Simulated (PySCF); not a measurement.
Input of a run (PBE0-D3(BJ)/def2-SVP geometry optimisation, gas phase (PySCF 2.14.0)), started from a GFN2-xTB structure with every atom displaced at random (by about 0.01 Å):
```
{"job": {"xc": "PBE0", "basis": "def2-SVP", "d3": "d3bj", "grid": 1, "shake": 0.01, "kind": "geom"}, "charge": 0, "multiplicity": 1}
C      1.997950    -0.270350     0.157210
C      0.685800    -0.063990    -0.071100
C     -0.108890     1.223920     0.072610
Ge    -1.721070     0.145550     0.199770
C     -0.340420    -1.116570    -0.427260
H      2.623450     0.572080     0.432830
H      2.445460    -1.217090     0.053650
H     -0.020200     1.830710    -0.834320
H      0.241650     1.854130     0.928990
H     -2.925340     0.452880    -0.694150
H     -2.308580    -0.088550     1.598180
H     -0.166330    -2.067920     0.076690
H     -0.397640    -1.271690    -1.503430
```

Output (energies in Eh, forces in Eh/bohr):
```
step   0  E = -2233.36707860  max force = 0.032292
step   1  E = -2233.37139672  max force = 0.007700
step   2  E = -2233.37165561  max force = 0.000963
step   3  E = -2233.37172397  max force = 0.001544
step   4  E = -2233.37180962  max force = 0.001930
step   5  E = -2233.37199135  max force = 0.002737
step   6  E = -2233.37203976  max force = 0.001110
step   7  E = -2233.37206427  max force = 0.000301
step   8  E = -2233.37206690  max force = 0.000359
optimisation converged
```

Q: Summarise the run.

A: The energy falls by 13.1 kJ/mol over 9 energy and gradient evaluations, the largest force component goes from 0.0323 to 3.6e-04 Eh/bohr, and the atoms move by 0.244 Å rms after alignment. Among the bonds, C3–Ge4 and C1–H7 change most and about equally (+0.041 to +0.042 Å). Bonds longer at the end by more than 0.005 Å: 8 of 13; shorter: 2. Among the angles that change most is Ge4–C3–H8, from 115.4° to 108.1°. Among the dihedrals that turn most is C1–C2–C3–H8, from 84° to 109°. The energy never rose by more than 1e-6 Eh on the way. The first step brought 87 % of the lowering.

Q: What are the final bond lengths?

A: C1=C2 1.336 Å, C2–C3 1.516 Å, C3–Ge4 1.986 Å, Ge4–C5 1.985 Å, C2–C5 1.516 Å, C1–H6 1.093 Å, C1–H7 1.094 Å, C3–H8 1.104 Å, C3–H9 1.098 Å, Ge4–H10 1.541 Å, Ge4–H11 1.538 Å, C5–H12 1.098 Å, C5–H13 1.104 Å. Numbering counts from 1 in the input's order; the species is `C=C1[CH2][GeH2][CH2]1`.

The run used 128 basis functions and 56 SCF cycles in all.

PBE0-D3(BJ)/def2-SVP frequencies: not computed here. The numbers are those of one conformer.
